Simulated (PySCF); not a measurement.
Computed IR spectrum (relative IR intensity) of a molecule C2H7BFN. Coordinates come from a B3LYP-D3(BJ)/def2-SVP optimisation. One conformer was computed; it need not be the lowest. Level of theory: B3LYP-D3(BJ)/def2-SVP (PySCF). No scaling factor is applied to the harmonic values.

Lines under 2 % of the strongest are left out, and lines within 2 cm⁻¹ are merged.

```
ν (cm⁻¹)  relative intensity
--------  ------------------
327                      3.0
546                      3.2
894                       13
1079                     4.2
1084                     6.1
1114                     9.3
1244                      18
1301                      51
1450                      22
1469                      14
1471                     6.3
1477                      10
1575                     100
2621                      61
2993                      16
3000                      30
3048                      26
3055                     5.0
3139                     4.9
3154                     2.2
```

### Question
Which structure fits?
A. CB(N)CF
B. CN(C)BF
C. CCB(N)F
D. CNB(C)F

### Answer
B, CN(C)BF
